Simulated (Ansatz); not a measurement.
`N=C[SiH2]CBr` + HCl → `ClCBr` + `N=C[SiH3]`  (substitution at a C–Si bond)

Computed with Ansatz on PBE0-D4/def2-TZVP structures; ΔE is electronic, products minus reactants. CCSD(T)/CBS adds triple-zeta CCSD(T) − MP2 to the extrapolated MP2 energy (def2 sets, frozen cores). This one scheme is used for every species. Functionals use def2-TZVPP. For Br outer-core shells are correlated without core-valence functions, which leaves a few kJ/mol of doubt a bond. Scalar relativity is left out up to krypton. Each species was taken in one conformer, which may not be the lowest.

| level | ΔE (kJ/mol) |
| --- | --- |
| PBE-D4 | 67.9 |
| MP2/def2-TZVPP | 79.4 |

Task: What does CCSD(T)/CBS give? (An estimate is asked.)

Result: Computed: +76.8 kJ/mol. The listed levels differ from it by -8.9, 2.6 kJ/mol.

Largest T1 diagnostic among the species: 0.012.

In def2-TZVPP, CCSD(T) changes the Hartree–Fock value by +10.8 kJ/mol (the triples alone add +0.0 kJ/mol) and MP2 by +12.6 kJ/mol. The D4 term adds +8.8 kJ/mol with B3LYP and +5.2 kJ/mol with PBE0; it sums over pairs of atoms, weighted by their polarisabilities, and B3LYP, whose exchange is more repulsive, gets the larger term.

B3LYP here is the variant with VWN-RPA as its local correlation; programs differ in this.
